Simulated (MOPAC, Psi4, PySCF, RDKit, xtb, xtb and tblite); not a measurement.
Two geometries of SMILES s1c(C[SiH2]O[SiH3])ccc1 (C5H10OSSi2), relaxed at GFN2-xTB with one dihedral held; other torsions can differ between them too.

Structure A

```
19

Si    -2.1815     0.4772    -1.1561
O     -1.8450     0.4049     0.4277
Si    -1.2199     0.2481     1.9103
C      0.4494    -0.6937     1.7769
C      1.5856     0.1087     2.2862
C      2.4314     0.9183     1.5947
C      3.3718     1.5820     2.4175
C      3.2259     1.2760     3.7285
S      1.9329     0.1643     3.9866
H     -1.9251    -0.8508    -1.7135
H     -1.2966     1.4826    -1.7419
H     -3.5897     0.8529    -1.2345
H     -2.1887    -0.5308     2.6791
H     -1.0267     1.6044     2.4165
H      0.6350    -0.9461     0.7315
H      0.3874    -1.6276     2.3364
H      2.3898     1.0340     0.5259
H      4.1221     2.2551     2.0418
H      3.7929     1.6247     4.5683
```

Structure B

```
19

Si    -2.5023     0.1669    -1.0440
O     -1.9719     0.4144     0.4704
Si    -1.1778     0.4134     1.8744
C      0.4510    -0.6007     1.7139
C      0.6210    -1.1546     0.3515
C      0.0994    -2.2988    -0.1679
C      0.4171    -2.4911    -1.5324
C      1.1714    -1.4864    -2.0394
S      1.5111    -0.2823    -0.8552
H     -2.7785    -1.2606    -1.1852
H     -1.4565     0.6161    -1.9589
H     -3.7117     0.9802    -1.1415
H     -2.0698    -0.2193     2.8442
H     -0.8796     1.8139     2.1641
H      0.4397    -1.4208     2.4333
H      1.3022     0.0333     1.9614
H     -0.4876    -2.9906     0.4104
H      0.0966    -3.3435    -2.1049
H      1.5564    -1.3701    -3.0327
```

**Question.** Which is lower in energy at the level PBE0-D3(BJ)/def2-SVP // GFN2-xTB run with Psi4, and by how much?

**Answer.** B is lower, by 2.54 kcal/mol (dihedral O2–Si3–C4–C5: 120° in A, 0° in B).

E(B) − E(A) in kcal/mol at the other levels, on the same two geometries: GFN2-xTB (xtb and tblite) -1.42; MMFF94 // GFN2-xTB (RDKit) 0.66; PBE0/def2-SVP // GFN2-xTB (Psi4) -0.75; PBE/def2-SVP // GFN2-xTB (Psi4) -0.52; PBE-D3(BJ)/def2-SVP // GFN2-xTB (Psi4) -2.29; UFF // GFN2-xTB (RDKit) -2.74; PM7, restricted, heats of formation // GFN2-xTB (MOPAC) -0.18; PM3, restricted, heats of formation // GFN2-xTB (MOPAC) 3.87; GFN1-xTB // GFN2-xTB (xtb) -1.49; restricted B3LYP/6-31G*, spherical d, density fitting // GFN2-xTB (PySCF) 0.54; restricted M06-2X/6-31G*, spherical d, density fitting // GFN2-xTB (PySCF) -2.35; restricted MP2 (frozen core)/3-21G // GFN2-xTB (PySCF) -1.59; restricted BP86/6-31G*, spherical d, density fitting // GFN2-xTB (PySCF) 0.54.
